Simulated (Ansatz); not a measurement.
Computed with Ansatz on PBE0-D4/def2-TZVP structures; ΔE is electronic, products minus reactants. CCSD(T)/CBS is the MP2 limit (def2-TZVPP, def2-QZVPP) plus CCSD(T) − MP2 in def2-TZVPP, frozen cores. This one scheme is used for every species, atoms too. Functionals use def2-TZVPP. B3LYP here is the variant with VWN-RPA as its local correlation; programs differ in this. No spin–orbit coupling; open shells (•) take unrestricted orbitals. Spin–orbit coupling would lower the free atoms: a little for O, Si. Each species was taken in one conformer, which may not be the lowest.

Consider the atomization: `OP1O[SiH2]1` → 3 H• + 2 O• + P• + Si•.

`OP1O[SiH2]1`:

Cartesian coordinates in Å:
```
O 1.637 0.589 0.774
P 0.830 0.252 -0.578
O -0.574 0.986 -0.406
Si -1.450 -0.492 0.073
H 1.085 0.818 1.534
H 0.165 -1.127 -0.055
H -1.692 -1.027 -1.342
```

CCSD(T)/CBS gives +2312.2 kJ/mol.

(1) Another level gave +2263.3 kJ/mol. Which?
A. PBE-D4/def2-TZVPP
B. B3LYP-D4/def2-TZVPP
C. PBE0-D4/def2-TZVPP
D. LC-ωPBE/def2-TZVPP

Largest T1 diagnostic among the species: 0.018.

Answers

(1) D. LC-ωPBE 2263.3, PBE-D4 2375.0, B3LYP-D4 2308.1, PBE0-D4 2283.6 kJ/mol.

Leaving LDA and LC-ωPBE aside and taking each functional with its dispersion term where it has one, the values, not all of them listed here, spread over 187.6 kJ/mol, from BHLYP-D4 to PBE-D4. LDA lies +397.5 kJ/mol from PBE without D4, its usual overbinding. In def2-TZVPP, CCSD(T) changes the Hartree–Fock value by +777.2 kJ/mol (the triples alone add +55.6 kJ/mol) and MP2 by +831.2 kJ/mol; breaking electron pairs costs correlation energy, which Hartree–Fock lacks.

For atomizations the MP2-based limit and the directly extrapolated one differ by several kJ/mol either way, and by 10 to 25 for some Ge, Se and Sn compounds, so smaller differences from it don't rank the levels.
